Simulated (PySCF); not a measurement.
# UHF on I (iodine, neutral)

Configuration: [Kr] 4d10 5s1 5p6, 2S determinant (an excited configuration). Computed with PySCF 2.14 in aug-cc-pVTZ-DK3 (8s7p5d2f, 68 functions), with scalar relativity by spin-free X2C-1e.

| Property | Result |
| --- | --- |
| Total energy | -7111.913480 hartree |
| One-electron energy | -9748.2234 hartree |
| Hartree (Coulomb) energy | 2816.5792 hartree |
| Exchange energy | -180.2693 hartree |
| ⟨S²⟩ | 0.7826 |
| ⟨L²⟩ | 0.000 |
| Sum of ⟨r⟩ | 38.53 bohr |
| Sum of ⟨r²⟩ | 64.40 bohr² |
| Langevin diamagnetic susceptibility | -51.0 ×10⁻⁶ cm³/mol |

```
shell  electrons  mean orbital energy (eV)  rms radius, mean of both spins (bohr)
 1s α          1                  -33329.1                                 0.0311
 1s β          1                  -33328.9                                 0.0311
 2s α          1                   -5250.9                                  0.127
 2s β          1                   -5250.8                                  0.127
 2p α          3                   -4709.9                                  0.113
 2p β          3                   -4709.8                                  0.113
 3s α          1                   -1104.2                                  0.334
 3s β          1                   -1103.9                                  0.334
 3p α          3                   -924.08                                  0.335
 3p β          3                   -923.91                                  0.335
 3d α          5                   -653.06                                  0.313
 3d β          5                   -653.00                                  0.313
 4s α          1                   -213.15                                  0.787
 4s β          1                   -212.42                                  0.787
 4p α          3                   -154.02                                  0.844
 4p β          3                   -153.65                                  0.844
 4d α          5                   -64.657                                  0.991
 4d β          5                   -64.304                                  0.991
 5s α          1                   -26.607                                   2.10
 5p α          3                   -12.463                                   2.67
 5p β          3                    -9.587                                   2.67
```

Densities and radii are taken from the X2C orbitals without a picture-change correction, which distorts them close to the nucleus.
